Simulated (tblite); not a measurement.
C4H15AlN2.
SMILES with atom numbers: `[CH3:1][N+:2]([CH3:3])([CH3:4])[AlH2-:5][CH2:6][NH2:7]` (hydrogens: H8, H9, H10 on C1; H11, H12, H13 on C3; H14, H15, H16 on C4; H17, H18 on Al5; H19, H20 on C6; H21, H22 on N7)

Computed with GFN2-xTB (tblite), gas phase: L-BFGS steps from a force-field or distance-geometry start until the largest atomic force falls under 0.01 eV/Å.

Step 64: E = -629.1419 eV
```
atom  x, y, z in Å  |  force x, y, z in eV/Å
C1     -0.9312    1.2986   -0.1164    0.024   0.037  -0.017
N2     -0.8884   -0.1368    0.0887    0.061   0.002   0.056
C3     -0.9825   -0.8483   -1.1721    0.006   0.015   0.008
C4     -1.9719   -0.5291    0.9708   -0.023  -0.012   0.033
Al5     0.8286   -0.7276    1.1007    0.026   0.066   0.059
C6      2.4078   -0.2584   -0.0569   -0.006  -0.030  -0.039
N7      2.1386    1.1380    0.3878    0.110  -0.025   0.061
H8     -1.8623    1.6066   -0.6029   -0.033   0.037  -0.001
H9     -0.0784    1.5940   -0.7198    0.012   0.039  -0.073
H10    -0.8370    1.7918    0.8497   -0.012   0.010   0.008
H11    -0.1853   -0.5099   -1.8302    0.000  -0.002  -0.040
H12    -0.8410   -1.9129   -0.9843    0.000   0.013  -0.004
H13    -1.9519   -0.6839   -1.6548    0.004  -0.019  -0.028
H14    -2.9468   -0.2162    0.5865   -0.039  -0.012  -0.050
H15    -1.9562   -1.6089    1.0951   -0.001  -0.044   0.030
H16    -1.8063   -0.0709    1.9443   -0.006  -0.020   0.046
H17     0.4300   -2.2316    1.1938   -0.040  -0.091   0.031
H18     0.6004    0.1326    2.4002    0.010   0.012  -0.050
H19     2.2652   -0.2921   -1.1455    0.060   0.062  -0.010
H20     3.4583   -0.5544    0.1111   -0.073   0.060  -0.025
H21     2.4111    1.1989    1.3671    0.033   0.066  -0.072
H22     2.6890    1.8399   -0.1158   -0.112  -0.165   0.078
```

Step 65: E = -629.1455 eV
```
atom  x, y, z in Å  |  force x, y, z in eV/Å
C1     -0.9308    1.3008   -0.1174    0.005   0.007  -0.011
N2     -0.8872   -0.1353    0.0898    0.049  -0.001   0.041
C3     -0.9813   -0.8472   -1.1715    0.007   0.018   0.012
C4     -1.9720   -0.5284    0.9718   -0.010  -0.018   0.013
Al5     0.8308   -0.7294    1.1044   -0.003   0.021  -0.002
C6      2.4082   -0.2608   -0.0560   -0.017  -0.036  -0.051
N7      2.1393    1.1327    0.3904    0.038   0.048   0.094
H8     -1.8636    1.6064   -0.6029   -0.022   0.036  -0.001
H9     -0.0795    1.5966   -0.7239   -0.005   0.032  -0.043
H10    -0.8393    1.7938    0.8493    0.005   0.015  -0.007
H11    -0.1854   -0.5088   -1.8315   -0.002  -0.004  -0.024
H12    -0.8400   -1.9118   -0.9839    0.006   0.012  -0.001
H13    -1.9508   -0.6843   -1.6546    0.000  -0.012  -0.022
H14    -2.9468   -0.2158    0.5849   -0.014  -0.013  -0.024
H15    -1.9569   -1.6090    1.0956    0.003  -0.022   0.018
H16    -1.8056   -0.0733    1.9472   -0.019  -0.013   0.021
H17     0.4264   -2.2358    1.1941   -0.024  -0.057   0.034
H18     0.5981    0.1316    2.3963    0.013   0.032  -0.006
H19     2.2671   -0.2921   -1.1451    0.042   0.055  -0.004
H20     3.4584   -0.5471    0.1105    0.006  -0.006  -0.016
H21     2.4187    1.2009    1.3674    0.031   0.037  -0.070
H22     2.6819    1.8355   -0.1179   -0.089  -0.132   0.049
```

Q: Estimate the geometry and energy of step 66. (The exact step hangs on the optimiser's Hessian estimate; all steps are aligned on step 65, rigid shifts and turns removed.)

A: E = -629.1498 eV, largest force 0.275 eV/Å
```
atom  x, y, z in Å  |  force x, y, z in eV/Å
C1     -0.9326    1.3094   -0.1203   -0.015  -0.023  -0.005
N2     -0.8811   -0.1270    0.0883    0.032  -0.006   0.034
C3     -0.9742   -0.8404   -1.1731    0.009   0.023   0.025
C4     -1.9648   -0.5238    0.9719    0.003  -0.033   0.006
Al5     0.8346   -0.7275    1.1117   -0.019  -0.030  -0.064
C6      2.4151   -0.2814   -0.0527    0.001  -0.008  -0.046
N7      2.1137    1.1041    0.4017    0.101   0.188   0.119
H8     -1.8688    1.6078   -0.6051   -0.010   0.036   0.004
H9     -0.0850    1.6090   -0.7311   -0.028   0.032  -0.013
H10    -0.8465    1.8012    0.8479    0.024   0.024  -0.034
H11    -0.1832   -0.4965   -1.8369   -0.013  -0.011  -0.008
H12    -0.8245   -1.9039   -0.9838    0.008   0.023  -0.007
H13    -1.9468   -0.6851   -1.6534    0.011  -0.013  -0.014
H14    -2.9406   -0.2074    0.5877    0.018  -0.008   0.011
H15    -1.9524   -1.6054    1.0889    0.007  -0.019  -0.001
H16    -1.7907   -0.0815    1.9530   -0.043   0.008  -0.025
H17     0.4166   -2.2340    1.1984   -0.010  -0.024   0.035
H18     0.6011    0.1296    2.3985    0.008   0.057   0.046
H19     2.2802   -0.3127   -1.1422    0.007   0.059  -0.001
H20     3.4718   -0.5298    0.1146    0.065  -0.081  -0.005
H21     2.4376    1.1887    1.3665   -0.014   0.012  -0.177
H22     2.6102    1.8258   -0.1335   -0.140  -0.205   0.119
```

The energy changes by -0.0043 eV. The first-order estimate −F·Δx gives -0.0069 eV and the mean of the old and new forces, exact on a quadratic surface, -0.0042 eV. The step makes an angle of 77° with the force vector and moves no atom by more than 0.074 Å.

What follows is the cost of the whole relaxation. The run took 2.2 s of wall time on an Arm Neoverse N1 with one thread (shared host).
